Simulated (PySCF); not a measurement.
**[Hg(H2O)4]2+ at several levels of theory**

Computed with PySCF 2.14.0 (density fitting, no spin-orbit coupling) at the geometry relaxed with PBE0:

```xyz
13
[Hg(H2O)4]2+ (singlet)
Hg    0.0000    0.0000    0.0000
O     1.3119    1.2672    1.3234
H     1.2496    1.3326    2.2905
H     2.1013    1.7606    1.0469
O    -1.3119   -1.3234    1.2672
H    -2.1012   -1.0469    1.7607
H    -1.2496   -2.2904    1.3327
O     1.3119   -1.2672   -1.3234
H     2.1013   -1.7606   -1.0469
H     1.2496   -1.3326   -2.2905
O    -1.3119    1.3234   -1.2672
H    -1.2496    2.2904   -1.3327
H    -2.1012    1.0469   -1.7607
```

| level | basis | state | HOMO (eV) | gap (eV) | charge on Hg1 (e) | dipole about the centre of mass (D) | largest force component (eV/Å) |
| --- | --- | --- | --- | --- | --- | --- | --- |
| PBE0 | Hg def2-SVP with ECP60, O def2-SVP, H def2-SVP | singlet | -18.88 | 6.78 | 1.05 | 0.00 | 0.01 |
| TPSS | the same | singlet | -17.03 | 4.06 | 0.96 | 0.00 | 0.46 |
| PBE0 | Hg def2-TZVP with ECP60, O def2-TZVP, H def2-TZVP | singlet | -19.05 | 6.83 | 1.33 | 0.00 | 0.20 |

Charges are Mulliken's, which hang on the basis. The relaxation used the grid (50, 194), these runs (75, 302) or, all-electron (x2c bases, spin-free X2C Hamiltonian), (99, 590).

Question: What does BLYP with Hg def2-SVP with ECP60, O def2-SVP, H def2-SVP give here?

Answer: state singlet, HOMO (eV) -16.78, gap (eV) 3.78, charge on Hg1 (e) 0.87, dipole about the centre of mass (D) 0.00, largest force component (eV/Å) 0.59. Time: 8.1 s on 2 threads of Arm Neoverse V2 (shared host), from an already converged density.

In the first row's basis the gap widens with exact exchange: 3.8 to 4.1 eV for BLYP, TPSS (none); 6.8 eV for PBE0 (a fixed share).

No frequency check is given that shows the relaxed geometry to be a minimum.
